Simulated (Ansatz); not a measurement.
Cartesian coordinates in Å:
```
O -1.0882 -0.7176 -1.5027
S -0.4743 0.5434 -1.2095
O 0.0985 1.3017 -2.2827
N 0.5036 0.5871 0.0228
S 0.5623 -0.4406 1.2132
O -0.6001 -1.2512 1.4249
O 1.1813 0.1915 2.3412
C 1.8524 -1.6354 0.6322
F 3.0140 -1.0239 0.4043
F 2.0566 -2.5659 1.5695
F 1.4826 -2.2514 -0.4857
C -1.8743 1.6098 -0.6330
F -2.4688 1.1006 0.4409
F -1.4574 2.8391 -0.3329
F -2.7883 1.7128 -1.6025
```

The species carries charge -1 and has multiplicity 1.

Q: List the CAM-B3LYP/def2-TZVPPD orbital energies in eV (Ansatz 0.2.0). (Estimate.)

A: Ansatz gave: Occupied: -2422.16, -2422.16, -671.85, -671.85, -671.83, -671.83, -671.82, -671.82, -518.97, -518.97, -518.91, -518.91, -388.21, -282.88, -282.88, -219.27, -219.27, -163.88, -163.88, -163.86, -163.86, -163.83, -163.83, -35.49, -35.49, -32.98, -32.98, -32.96, -32.96, -29.84, -29.36, -26.47, -26.37, -23.91, -19.67, -19.05, -17.69, -16.35, -15.78, -15.55, -15.54, -15.53, -15.45, -13.08, -12.46, -12.28, -12.21, -12.18, -12.06, -11.55, -11.51, -11.22, -11.21, -11.09, -11.09, -11.00, -10.75, -10.51, -10.51, -9.46, -8.39, -8.15, -7.74, -7.50, -7.28, -7.06, -6.74, -6.59, -5.96. Lowest empty: 3.57, 3.69, 3.82, 4.12, 4.21, 4.40, 4.41, 5.00.
